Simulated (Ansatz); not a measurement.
This geometry of BrH + F3H2NSi (9 atoms, charge 0, multiplicity 1) is a first-order saddle point.

These are results of RHF/def2-SVP in Ansatz, not measurements.

```xyz
9
Properties=species:S:1:pos:R:3
Si -0.008 0.046 0.132
N 0.146 -0.245 1.905
H -0.741 -0.241 2.394
H 0.764 0.422 2.352
F 1.368 0.411 -0.504
F -0.862 1.382 0.125
F -0.903 -1.035 -0.549
Br 1.659 -2.639 0.999
H 0.625 -1.209 1.955
```

(1) Which two structures does it join? (They come from a converged band through this point; their orientation in space is the band's.)

(2) How far does it lie above each of them?

Answers

(1) Bonds broken: Br8–H9. Bonds formed: Si1–Br8, N2–H9. BrH + F3H2NSi becomes BrF3H3NSi.

First end point:

```xyz
9
Properties=species:S:1:pos:R:3
Si -0.257 0.461 0.058
N 0.051 0.002 1.650
H -0.682 -0.352 2.234
H 0.753 0.478 2.186
F 1.115 0.747 -0.674
F -1.137 1.768 -0.115
F -1.039 -0.691 -0.691
Br 1.953 -3.332 2.326
H 1.290 -2.187 1.836
```

Last end point:

```xyz
9
Properties=species:S:1:pos:R:3
Si 0.480 -0.163 0.104
N -0.195 -0.509 2.035
H -1.120 -0.117 2.129
H 0.398 -0.076 2.725
F 0.930 0.145 -1.408
F 0.293 1.369 0.556
F -0.836 -1.009 -0.265
Br 2.350 -1.253 0.690
H -0.253 -1.493 2.245
```

(2) 87.3 kJ/mol above the first and 111.1 kJ/mol above the second. This is the barrier of this one path; another mechanism may lie lower. The orbitals stay closed-shell, which can raise the energy where a bond breaks towards radicals; this wasn't checked here.

Time of the run: 3.3 min on 2 threads of Arm Neoverse V1, on a shared host, peak memory 0.31 GiB.
